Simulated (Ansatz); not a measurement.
F$_{4}$Ga$_{2}$H$_{2}$O$_{2}$, SMILES `[F][Ga-]1([F])[OH+][Ga-]([F])([F])[OH+]1`. The species carries charge 0 and has multiplicity 1. The geometry is a stationary point of PBE0-D4/def2-TZVP.

```xyz
10

F    -1.980   -1.787    0.678
Ga   -1.045   -0.344    0.932
F    -1.352    0.688    2.297
O    -0.803    0.753   -0.622
Ga    1.044    0.344   -0.933
F     1.981    1.786   -0.678
F     1.352   -0.689   -2.296
O     0.802   -0.752    0.621
H    -1.077    1.674   -0.588
H     1.076   -1.674    0.588
```

Question: What is the dipole moment at PBE/def2-TZVPP? (Estimate.)

Answer: Ansatz gave: 0.01 D, zero by symmetry or nearly so.

Question: Give the Mulliken charges with PBE, B3LYP, ωB97M-V in def2-TZVPP. (Estimate.)

Answer: Computed: 
```
atom    PBE  B3LYP  ωB97M-V
  F1  -0.32  -0.37    -0.36
 Ga2   0.68   0.83     0.84
  F3  -0.32  -0.37    -0.36
  O4  -0.24  -0.30    -0.31
 Ga5   0.68   0.83     0.84
  F6  -0.32  -0.37    -0.36
  F7  -0.32  -0.37    -0.36
  O8  -0.24  -0.30    -0.31
  H9   0.21   0.21     0.20
 H10   0.21   0.21     0.20
```

B3LYP here is the variant with VWN-RPA as its local correlation; programs differ in this.
